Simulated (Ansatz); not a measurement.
Isolated molecules relaxed with PBE0-D4/def2-TZVP in Ansatz; ΔE leaves out vibrations. CCSD(T)/CBS adds triple-zeta CCSD(T) − MP2 to the extrapolated MP2 energy (def2 sets, frozen cores). One conformer a species, not always the lowest.

Consider the ligand exchange at the Si–C bond: `NC([SiH3])N[SiH3]` + `OCS[SiH3]` → `[SiH3]OCS[SiH3]` + `NCN[SiH3]`.

| level | ΔE (kJ/mol) |
| --- | --- |
| SCS-MP2/def2-TZVPP | -120.6 |
| CCSD/def2-TZVPP | -117.2 |

What does CCSD(T)/CBS give? (Estimate.)

The calculation gave: -110.5 kJ/mol. The listed levels differ from it by -10.1, -6.7 kJ/mol.

Largest T1 diagnostic among the species: 0.012.

From PBE to PBE0 (25 % exact exchange), in def2-TZVPP and without D4, ΔE moves by −8.2 kJ/mol. In def2-TZVPP, CCSD(T) changes the Hartree–Fock value by +30.8 kJ/mol (the triples alone add +5.1 kJ/mol) and MP2 by +27.8 kJ/mol. The D4 term adds +5.9 kJ/mol with B3LYP and +2.9 kJ/mol with PBE0; it sums over pairs of atoms, weighted by their polarisabilities, and B3LYP, whose exchange is more repulsive, gets the larger term.

B3LYP here is the variant with VWN-RPA as its local correlation; programs differ in this.
